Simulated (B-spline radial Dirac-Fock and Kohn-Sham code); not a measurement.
# Sc¹⁴⁺: eigenvalues, ΔSCF and the reference

System: scandium as Sc¹⁴⁺, configuration [He] 2s2 2p3.

The density-functional columns are spherical, spin-unpolarised Dirac-Kohn-Sham results without Breit or QED terms: −ε is minus the orbital energy of the initial state and ΔSCF the difference of two total energies. The reference in the last column comes from multi-electron Dirac-Fock with separately optimised hole states, Breit and Lamb-shift corrections added in first order. All numbers are from an atomic code on a B-spline grid, in eV; a selection of levels is shown.

```csv
level,LDA −ε,LDA ΔSCF,Dirac-Fock
1s,4971.6,5117.7,5106.8
2s,947.8,982.9,984.4
2p,880.8,921.2,920.3
```

Values without a named source are computed, but for edge energies of neutral atoms, which are taken from tables.
